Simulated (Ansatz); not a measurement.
Relaxation of CH₉GeN (12 atoms, charge 0, multiplicity 1), to a largest force component of 0.03 eV/Å in at most 50 steps.

Theory: RKS B3LYP-D4/def2-SVP (Ansatz 0.2.0).

```xyz
12
Properties=species:S:1:pos:R:3
Ge -0.029 0.119 0.200
C -0.117 0.228 2.159
H -1.069 -0.183 2.532
H 0.712 -0.288 2.665
H -0.074 1.289 2.453
H 1.412 0.011 -0.336
H -0.617 1.456 -0.311
H -0.909 -1.010 -0.371
N 1.111 -2.622 1.168
H 0.458 -2.883 0.431
H 1.880 -2.128 0.719
H 0.629 -1.932 1.769
```

Task: Where does it end, and by what steps?

Result: The forces met the threshold. The force dipped under the threshold on the way, but the program's further checks kept it going. After 13 steps the energy has fallen by 0.184 eV; H12 moved furthest, 0.92 Å.

```csv
step,energy less start (eV),largest force component (eV/Å),accepted
0,0.0000,0.731,yes
1,-0.1043,0.251,yes
2,-0.1372,0.179,yes
3,-0.1386,0.409,yes
4,-0.1594,0.212,yes
5,-0.1681,0.172,yes
6,-0.1679,0.223,no
7,-0.1747,0.070,yes
8,-0.1793,0.035,yes
9,-0.1812,0.164,yes
10,-0.1833,0.042,yes
11,-0.1837,0.010,yes
12,-0.1838,0.032,yes
13,-0.1838,0.010,yes
```

```xyz
12
Properties=species:S:1:pos:R:3
Ge -0.184 0.305 0.159
C -0.209 0.373 2.123
H -1.242 0.453 2.492
H 0.243 -0.544 2.528
H 0.364 1.239 2.485
H 1.265 0.177 -0.358
H -0.801 1.591 -0.432
H -0.997 -0.905 -0.351
N 1.368 -2.916 1.090
H 0.629 -2.805 0.395
H 2.015 -2.139 0.947
H 0.934 -2.771 2.002
```

Whether the end is a true minimum wasn't checked by a vibrational analysis.

Run time: 34 s on 2 threads of Arm Neoverse V2 (shared host), peak memory 0.23 GiB.
